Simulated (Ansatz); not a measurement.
Zn10O10, relaxed as a singlet with RKS PBE-D4/def2-SVP in Ansatz, starting from the GFN1-xTB geometry. Force threshold 0.03 eV/Å.

Single mean-field runs in def2-SVP are fitted with def2-universal-jkfit.

Start:

| atom | x (Å) | y (Å) | z (Å) |
| --- | --- | --- | --- |
| Zn1 | -1.8666 | 2.8406 | -0.5218 |
| Zn2 | 1.0687 | 2.5179 | -0.1571 |
| Zn3 | 0.8859 | 1.3890 | 2.2738 |
| Zn4 | 3.0463 | 0.8324 | 0.3293 |
| Zn5 | -2.7354 | 0.0433 | -0.3206 |
| Zn6 | -1.7460 | -0.3742 | 2.1493 |
| Zn7 | -1.9835 | -2.4548 | 0.0945 |
| Zn8 | 0.3800 | -0.4481 | -1.6077 |
| Zn9 | 2.9186 | -1.2253 | -1.2366 |
| Zn10 | 0.0535 | -3.1042 | -1.3698 |
| O11 | -0.3187 | 3.6071 | -0.2476 |
| O12 | -3.2213 | 1.7387 | -0.4272 |
| O13 | -0.4086 | 0.4231 | 2.9374 |
| O14 | 1.4937 | 0.8789 | -1.0163 |
| O15 | 2.2712 | 2.1331 | 1.4503 |
| O16 | 4.0901 | -0.5489 | -0.1229 |
| O17 | -1.3084 | -0.9467 | -1.1079 |
| O18 | -2.9469 | -1.2919 | 1.2195 |
| O19 | -1.1203 | -3.9468 | -0.3795 |
| O20 | 1.4476 | -2.0634 | -1.9391 |

| step | energy (eV) | largest force component (eV/Å) | SCF passes |
| --- | --- | --- | --- |
| 1 | -504500.5041 | 1.198 | 26 |
| 2 | -504500.9668 | 0.733 | 23 |
| 3 | -504501.2383 | 0.298 | 29 |
| 4 | -504501.3461 | 0.274 | 23 |
| 5 | -504501.4328 | 0.275 | 24 |
| 6 | -504501.5729 | 0.369 | 23 |
| 7 | -504501.7281 | 0.362 | 23 |
| 8 | -504501.8564 | 0.345 | 29 |
| 9 | -504501.9759 | 0.309 | 23 |
| 10 | -504502.1746 | 0.207 | 29 |
| 11 (rejected) | -504502.1224 | 0.800 | 28 |
| 12 | -504502.2244 | 0.095 | 22 |
| 13 | -504502.2481 | 0.111 | 23 |
| 14 | -504502.2744 | 0.200 | 22 |
| 15 | -504502.3146 | 0.145 | 29 |
| 16 | -504502.3342 | 0.084 | 22 |
| 17 (rejected) | -504502.3290 | 0.356 | 22 |
| 18 | -504502.3393 | 0.021 | 23 |
| 19 | -504502.3399 | 0.034 | 23 |
| 20 | -504502.3402 | 0.019 | 22 |

Force components are those of the run's own axes.

End:

```xyz
20

Zn   -1.7247    2.6084    0.6818
Zn    1.2226    2.0267   -0.4175
Zn    0.4589    2.0252    2.1239
Zn    3.1216    0.1983    0.9290
Zn   -2.7254   -0.0160   -0.5957
Zn   -2.3386    0.3424    1.9698
Zn   -1.4862   -2.3546    0.1904
Zn    0.1175   -0.4968   -2.1212
Zn    2.7209   -0.9036   -1.5088
Zn    0.6670   -3.1301   -1.3290
O     0.0248    3.1980    0.4423
O    -3.1929    1.5237    0.3612
O    -1.3082    1.7507    2.6326
O     1.5233    0.7311   -1.7111
O     2.1500    1.6401    1.4069
O     3.8849   -1.0523   -0.0794
O    -1.5439   -1.1029   -1.5574
O    -2.7062   -1.2517    1.0791
O    -0.3254   -3.7652    0.0038
O     1.4603   -1.9715   -2.5006
```

Bonds lost: Zn4–O14 (atoms count from 1). Bonds formed: Zn1–O13, Zn3–O11, Zn6–O12, Zn9–O14 (atoms count from 1). Metal–metal contacts that move far: Zn1–Zn6 4.18 to 2.68 Å, Zn1–Zn3 4.18 to 2.68 Å.

The force fell under the threshold at step 18, but the optimiser went on. No frequencies were taken in this run, so the end may be a saddle point.

It took 1.7 min on 2 threads of AMD EPYC 7R13 on a shared host and a share (18 GiB) of an NVIDIA H100 80GB HBM3, peak host memory 1 GiB.
